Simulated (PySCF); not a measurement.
Species: ClH5P2Si.
Numbering: `[PH2:1][SiH:2]([PH2:3])[Cl:4]` (hydrogens: H5, H6 on P1; H7 on Si2; H8, H9 on P3)

The same species was optimised twice, with GFN2-xTB and with PBE0-D3(BJ)/def2-SVP (PySCF), and the same property calculations (PySCF, gas phase) were run on both structures.

```tsv
coordinate	GFN2-xTB	PBE0-D3(BJ)/def2-SVP	change
Si2–Cl4 (Å)	2.027	2.075	+0.048
P1–H6 (Å)	1.386	1.430	+0.044
P3–H8 (Å)	1.386	1.431	+0.045
P1–H5 (Å)	1.388	1.429	+0.041
P3–H9 (Å)	1.388	1.429	+0.041
Si2–H7 (Å)	1.467	1.492	+0.025
Si2–P3 (Å)	2.266	2.258	-0.008
P1–Si2 (Å)	2.265	2.259	-0.006
Si2–P3–H9 (°)	95.4	92.9	-2.5
Si2–P1–H5 (°)	95.4	93.0	-2.4
P3–Si2–Cl4 (°)	107.1	105.8	-1.3
H5–P1–H6 (°)	92.5	93.7	+1.2
H8–P3–H9 (°)	92.5	93.7	+1.2
Si2–P3–H8 (°)	94.4	93.2	-1.2
Si2–P1–H6 (°)	94.4	93.2	-1.2
P1–Si2–Cl4 (°)	107.1	105.9	-1.2
```

Rotational constants: A = 2381, B = 1906, C = 1144 MHz (GFN2-xTB) against A = 2349, B = 1911, C = 1146 MHz (PBE0-D3(BJ)/def2-SVP). Point groups within 0.08 Å: Cs and Cs.

On the GFN2-xTB structure: lowest singlet, TDDFT (eV) 5.60 [PBE0/def2-SVPD]; lowest triplet, Tamm–Dancoff (eV) 4.71 [PBE0/def2-SVPD]; isotropic polarisability (au) 96.5 [PBE0/def2-SVPD]; HOMO (eV) -7.20 [PBE0/def2-SVPD]; LUMO (eV) -0.46 [PBE0/def2-SVPD]; dipole (D) 1.83 [PBE0/def2-SVPD]; HOMO (eV) -7.29 [PBE0/pcSseg-1]; LUMO (eV) -0.44 [PBE0/pcSseg-1]; dipole (D) 2.26 [PBE0/pcSseg-1]; GIAO shielding of P1/P3 (mean) (ppm) 549.9 [PBE0/pcSseg-1]; GIAO shielding of Si2 (ppm) 329.6 [PBE0/pcSseg-1]; GIAO shielding of Cl4 (ppm) 980.1 [PBE0/pcSseg-1].

Task: What do these properties become on the PBE0-D3(BJ)/def2-SVP structure?

Result: 
| property | level | on GFN2-xTB | on PBE0-D3(BJ)/def2-SVP | change |
| --- | --- | --- | --- | --- |
| lowest singlet, TDDFT (eV) | PBE0/def2-SVPD | 5.60 | 5.59 | -0.01 |
| lowest triplet, Tamm–Dancoff (eV) | PBE0/def2-SVPD | 4.71 | 4.72 | +0.01 |
| isotropic polarisability (au) | PBE0/def2-SVPD | 96.5 | 98.0 | +1.5 |
| HOMO (eV) | PBE0/def2-SVPD | -7.20 | -7.31 | -0.11 |
| LUMO (eV) | PBE0/def2-SVPD | -0.46 | -0.57 | -0.11 |
| dipole (D) | PBE0/def2-SVPD | 1.83 | 2.05 | +0.22 |
| energy, GFN2-xTB geometry as zero (kcal/mol) | PBE0/def2-SVPD | 0.0 | -2.9 | -2.9 |
| HOMO (eV) | PBE0/pcSseg-1 | -7.29 | -7.42 | -0.13 |
| LUMO (eV) | PBE0/pcSseg-1 | -0.44 | -0.57 | -0.13 |
| dipole (D) | PBE0/pcSseg-1 | 2.26 | 2.46 | +0.20 |
| energy, GFN2-xTB geometry as zero (kcal/mol) | PBE0/pcSseg-1 | 0.0 | -2.3 | -2.3 |
| GIAO shielding of P1/P3 (mean) (ppm) | PBE0/pcSseg-1 | 549.9 | 528.3 | -21.6 |
| GIAO shielding of Si2 (ppm) | PBE0/pcSseg-1 | 329.6 | 320.8 | -8.8 |
| GIAO shielding of Cl4 (ppm) | PBE0/pcSseg-1 | 980.1 | 962.5 | -17.6 |

The heavy atoms differ by 0.021 Å rms after alignment. Among all bonds Si2–Cl4 changes most (+0.048 Å). Changes are differences of the printed values. Neither structure is proved a minimum here.

Shape of the structure used: `[PH2:1][SiH:2]([PH2:3])[Cl:4]`: H–P1–Si2–P3 47°, H–P1–Si2–P3 -47°, H–P3–Si2–P1 47°, H–P3–Si2–P1 -47°.
